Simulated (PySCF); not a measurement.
# Two-component Hartree-Fock for Dy⁵⁴⁺ (dysprosium, charge +54)

Start: [Ne] 3s2. Calculated with PySCF 2.14 in an uncontracted even-tempered set (18 s from 15 bohr⁻², ratio 2.4; 14 p from 20 bohr⁻², ratio 2.4; 4 d from 65 bohr⁻², ratio 2.6; 4 f from 97 bohr⁻², ratio 2.6): generalised Hartree-Fock with the X2C-1e Hamiltonian and a Gaussian nucleus; one run each with spin-orbit coupling (SO) switched off, then screened by Boettger's factors.

```tsv
spinor shell	electrons	ε, spin-free (eV)	ε, screened SO (eV)	weight of nominal j (screened SO)	rms radius, screened SO (bohr)
1s1/2	2	-58234.5	-58226.2	1.000	0.0240
2s1/2	2	-13052.5	-13050.5	1.000	0.0952
2p1/2	2	-12048.0	-12632.8	1.000	0.0813
3s1/2	2	-5300.3	-5300.0	1.000	0.227
```

**Question.** Where does 2p3/2 lie, and what is the 2p spin-orbit splitting (screened SO)?

**Answer.** At -11802.0 eV, 830.76 eV above 2p1/2.

```
   quantity    spin-free  screened SO
E (hartree)  -8988.78405  -8995.95284
        M_J            0            0
       ⟨J²⟩        0.000        0.000
       ⟨L²⟩        0.000        0.020
       ⟨S²⟩        0.000        0.020
```

Breit and QED terms are absent; they matter most for the inner s and p1/2 levels.

Densities and radii are taken from the X2C orbitals without a picture-change correction, which distorts them close to the nucleus.

Without spin-orbit coupling the j labels of p, d and f shells carry no meaning; the spin-free column gives the mean over the occupied spinors of each nl shell.
